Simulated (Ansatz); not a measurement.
Consider the formal hydrolysis of the Si–O bond: `BO[SiH2][GeH2][F]` + H₂O → `O[SiH2][GeH2][F]` + `BO`.

Computed with Ansatz on PBE0-D4/def2-TZVP structures; ΔE is electronic, products minus reactants. CBS: MP2 limit from def2 TZ/QZ plus the TZ coupled-cluster correction, frozen cores. This one scheme is used for every species. DFT in def2-TZVPP. For Ge outer-core shells are correlated without core-valence functions, which leaves a few kJ/mol of doubt a bond. Scalar relativity is left out up to krypton. One conformer a species, not always the lowest.

CCSD(T)/CBS gives -5.2 kJ/mol.

**Question.** Another level gave -11.8 kJ/mol. Which?
A. PBE/def2-TZVPP
B. ωB97M-V/def2-TZVPP
C. HF/def2-TZVPP
D. MP2/def2-TZVPP

**Answer.** B. ωB97M-V -11.8, MP2/def2-TZVPP -6.3, HF/def2-TZVPP -2.2, PBE -16.5 kJ/mol.

Largest T1 diagnostic among the species: 0.014.

From PBE to PBE0 (25 % exact exchange), in def2-TZVPP and without D4, ΔE moves by +3.7 kJ/mol. In def2-TZVPP, CCSD(T) changes the Hartree–Fock value by −4.2 kJ/mol (the triples alone add −1.0 kJ/mol) and MP2 by −4.1 kJ/mol. The D4 term adds +3.9 kJ/mol with B3LYP and +2.4 kJ/mol with PBE0; it sums over pairs of atoms, weighted by their polarisabilities, and B3LYP, whose exchange is more repulsive, gets the larger term.

B3LYP here is the variant with VWN-RPA as its local correlation; programs differ in this.
